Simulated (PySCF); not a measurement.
C2H7NOSi2, SMILES [SiH2]1[Si@@](C=C1)(N)O.

Coordinates come from a PBE-D3(BJ)/def2-SVP optimisation. The structure was generated by enumeration; whether it is a known compound was not checked. Other conformers were not sampled.

These are PBE-D3(BJ)/def2-SVP run with PySCF 2.14.0 values and carry that method's errors.

Frequencies are harmonic and unscaled.

```
mode  ν (cm⁻¹)  IR (km/mol)   moving atoms (share of kinetic energy)
----  --------  -----------  ---------------------------------------
1          105          2.7  C 31 %, H 28 %, N 14 %, Si 14 %, O 14 %
2          122          0.8  H 37 %, Si 18 %, N 17 %, O 17 %, C 10 %
3          200         11.4                  H 45 %, O 32 %, Si 14 %
4          236         32.8          H 41 %, N 24 %, Si 21 %, C 10 %
5          252         88.4                  H 66 %, Si 13 %, O 10 %
6          270         22.2                   H 43 %, C 28 %, N 19 %
7          302         69.1                                   H 81 %
8          331         52.3             H 60 %, O 20 %, C 9 %, N 9 %
9          417         25.0                  Si 57 %, H 18 %, O 12 %
10         430          5.4                  Si 51 %, C 33 %, H 10 %
11         463          0.2                  H 61 %, Si 19 %, C 14 %
12         585          5.2                                   H 91 %
13         635         39.2                  H 44 %, C 34 %, Si 16 %
14         680         37.7                   C 49 %, H 36 %, Si 9 %
15         722         60.9                  H 50 %, C 28 %, Si 19 %
16         739         99.9                           H 71 %, C 21 %
17         765         34.2          H 57 %, O 15 %, N 11 %, Si 10 %
18         817         78.9                   H 60 %, N 25 %, Si 9 %
19         857        296.3                  Si 36 %, O 31 %, H 26 %
20         906         93.2          H 42 %, Si 34 %, N 13 %, O 10 %
21         920         82.3                          H 80 %, Si 13 %
22         987          0.0                           H 77 %, C 23 %
23        1014          3.7                                   H 96 %
24        1225         22.2                           H 64 %, C 35 %
25        1471         53.9                           H 88 %, N 11 %
26        1496          0.6                                   C 96 %
27        2121        123.7                                   H 97 %
28        2131        115.8                                   H 96 %
29        3038         15.4                                   H 92 %
30        3065         26.6                            H 91 %, C 9 %
31        3501         30.3                                   H 96 %
32        3611         26.8                            H 91 %, N 9 %
33        3760         68.5                                   H 94 %
```
